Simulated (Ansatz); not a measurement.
Cost and result for the atomization energy of GeH8N2OSi, SMILES `N[SiH2][O][GeH2][NH2]` (13 atoms, 12 bonds).

Z-matrix (Å, degrees):
```
Si
O 1 1.644
N 1 1.709 2 116.6
H 1 1.486 2 108.5 3 121.1
H 1 1.483 2 105.8 3 -119.1
Ge 2 1.769 1 128.6 3 -49.4
H 3 1.007 1 119.6 2 69.9
H 3 1.006 1 121.5 2 -78.4
N 6 1.835 2 107.1 1 -15.3
H 6 1.536 2 109.2 1 100.8
H 6 1.537 2 105.3 1 -137.0
H 9 1.010 6 116.1 2 -90.5
H 9 1.009 6 115.0 2 140.0
```

The species carries charge 0 and has multiplicity 1. Correlated methods include outer-core shells of Ge, which these sets cover unevenly. Scalar relativity is left out up to krypton. The structure was optimised at the PBE0-D4/def2-TZVP level. It is one conformer, not always the lowest. Program: Ansatz. All runs use 2 threads of an AMD EPYC 7R13 on a shared host and a share of an NVIDIA H100 80 GB. Times are those of one run each, without the atoms' runs, and a repeat can differ threefold. Electronic energies, without spin–orbit coupling; frozen cores. CCSD(T)/CBS adds CCSD(T) − MP2 in def2-TZVPP to the MP2 limit, and its time is that of the two runs behind it. T1 = 0.011. With those shells the extrapolation isn't a true limit. B3LYP takes the VWN-RPA correlation (the form of Gaussian; ORCA's B3LYP/G).

CCSD(T)/CBS is a level of theory with its own doubt, some kJ/mol a heavy atom from the limit and from the frozen cores, so smaller differences don't rank the functionals.

```csv
level,functions,wall time
PBE-D4/def2-TZVPP (with forces),295,3.3 s
PBE0-D4/def2-TZVPP,295,4.3 s
r2SCAN-D4/def2-TZVPP (with forces),295,4.6 s
B2PLYP/def2-TZVPP,295,5.5 s
MP2/def2-QZVPP,570,5.5 s
ωB97X-V/def2-TZVPP,295,6 s
ωB97M-V/def2-TZVPP (with forces),295,6.5 s
B3LYP-D4/def2-TZVPP (with forces),295,7 s
CCSD(T)/def2-TZVPP,295,9.5 s
CCSD(T)/CBS(def2),–,15 s
```

Task: What atomization energy does each give, and how far from CCSD(T)/CBS? (Best estimate.)

Result: The calculation gave: 
```
                             level  atomization (kJ/mol)  difference from CCSD(T)/CBS  per bond
   PBE-D4/def2-TZVPP (with forces)                4374.2                         -2.5      -0.2
                PBE0-D4/def2-TZVPP                4298.9                        -77.8      -6.5
r2SCAN-D4/def2-TZVPP (with forces)                4332.3                        -44.4      -3.7
                 B2PLYP/def2-TZVPP                4304.8                        -71.9      -6.0
                    MP2/def2-QZVPP                4363.4                        -13.3      -1.1
                ωB97X-V/def2-TZVPP                4387.9                         11.2       0.9
  ωB97M-V/def2-TZVPP (with forces)                4363.5                        -13.2      -1.1
 B3LYP-D4/def2-TZVPP (with forces)                4353.8                        -22.9      -1.9
                CCSD(T)/def2-TZVPP                4245.3                       -131.4     -10.9
                 CCSD(T)/CBS(def2)                4376.7                          0.0       0.0
```

The D4 term adds +47.0 kJ/mol with B3LYP and +25.0 kJ/mol with PBE0; it sums over pairs of atoms, weighted by their polarisabilities, and B3LYP, whose exchange is more repulsive, gets the larger term. From PBE to PBE0 (25 % exact exchange), in def2-TZVPP and without D4, the atomization energy moves by −71.1 kJ/mol: exact exchange takes away binding that semilocal exchange gives to molecules. In def2-TZVPP, CCSD(T) changes the Hartree–Fock value by +1223.5 kJ/mol (the triples alone add +61.8 kJ/mol) and MP2 by +1262.6 kJ/mol; breaking electron pairs costs correlation energy, which Hartree–Fock lacks.
